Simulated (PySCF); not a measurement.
Bonding in `CC[C@@H]1C[C+](C)[C@@](F)(C(F)F)C1`

Species: C₉H₁₄F₃ (charge +1).
Numbering: `[CH3:1][CH2:2][C@@H:3]1[CH2:4][C+:5]([CH3:6])[C@@:7]([F:8])([CH:9]([F:10])[F:11])[CH2:12]1` (hydrogens: H13, H14, H15 on C1; H16, H17 on C2; H18 on C3; H19, H20 on C4; H21, H22, H23 on C6; H24 on C9; H25, H26 on C12)

Geometry (PBE0-D3(BJ)/def2-SVP, Å), atoms numbered from 1 in this order:
```
atom  x, y, z in Å
C1     3.2356   -0.4089   -0.6438
C2     1.9519   -0.0261   -1.3621
C3     0.8103    0.3394   -0.4224
C4     0.3081   -0.8217    0.4468
C5    -1.1107   -0.6592    0.6532
C6    -1.9964   -1.4805    1.4332
C7    -1.5948    0.5188   -0.1328
F8    -2.8132    0.2882   -0.6855
C9    -1.8088    1.7199    0.8489
F10   -2.7326    1.3905    1.7573
F11   -0.6702    2.0159    1.4847
C12   -0.4738    0.7920   -1.1341
H13    3.5900    0.4061    0.0062
H14    4.0357   -0.6264   -1.3645
H15    3.1133   -1.3088   -0.0200
H16    1.6223   -0.8460   -2.0262
H17    2.1384    0.8364   -2.0223
H18    1.1491    1.1385    0.2552
H19    0.8834   -1.1516    1.3289
H20    0.2640   -1.7576   -0.1811
H21   -1.5388   -2.3684    1.8829
H22   -2.3881   -0.7974    2.2234
H23   -2.9113   -1.7052    0.8541
H24   -2.1633    2.5813    0.2556
H25   -0.6681    0.1730   -2.0262
H26   -0.4532    1.8419   -1.4583
```

Bond orders from the PBE0/pcSseg-1 density (PySCF). One conformer (not necessarily the lowest) at the PBE0-D3(BJ)/def2-SVP geometry, without solvent, vibrations or thermal averaging.

Question: Where do the orders between heavy atoms depart from those drawn in the SMILES?

Answer: The largest departure is 0.198, at C5–C6 (drawn single, 1.198). Drawn single, order above 1.12: C4–C5 (1.149) and C5–C6 (1.198). Drawn single, order below 0.88: C7–C9 (0.877). The SMILES, with its formal charges, is one Lewis structure only.

Question: Set the Mayer orders of the bonds between heavy atoms beside their lengths.

Answer: 
| bond | drawn as | length (Å) | Mayer order |
| --- | --- | --- | --- |
| C1–C2 | single | 1.520 | 1.055 |
| C2–C3 | single | 1.523 | 1.012 |
| C3–C4 | single | 1.535 | 0.940 |
| C4–C5 | single | 1.443 | 1.149 |
| C5–C6 | single | 1.438 | 1.198 |
| C5–C7 | single | 1.497 | 0.938 |
| C7–F8 | single | 1.358 | 0.917 |
| C7–C9 | single | 1.566 | 0.877 |
| C9–F10 | single | 1.337 | 0.970 |
| C9–F11 | single | 1.337 | 0.980 |
| C7–C12 | single | 1.528 | 0.997 |
| C12–C3 | single | 1.536 | 0.975 |

By pair of heavy elements: C–C: lowest C7–C9 (0.877, 1.566 Å), highest C5–C6 (1.198, 1.438 Å); in 4 of the 36 pairs the longer bond (by over 0.003 Å) has the higher order (by 0.02 or more). C–F: lowest C7–F8 (0.917, 1.358 Å), highest C9–F11 (0.980, 1.337 Å).

Question: And the bonds to hydrogen?

Answer: C–H: 0.81 to 0.96 (14 bonds).

Question: Sum the orders of all bonds at each heavy atom with more than one neighbour and set the sums beside the valence in the SMILES.

Answer: C1 3.929 (drawn 4), C2 3.947 (drawn 4), C3 3.837 (drawn 4), C4 3.782 (drawn 4), C5 3.285 (drawn 3), C6 3.835 (drawn 4), C7 3.729 (drawn 4), C9 3.755 (drawn 4), C12 3.824 (drawn 4). Orders between atoms that aren't bonded are not in these sums.

For a closed shell the Mayer order of atoms A and B is Σ (PS)μν (PS)νμ over the basis functions μ on A and ν on B, with P the density and S the overlap matrix.
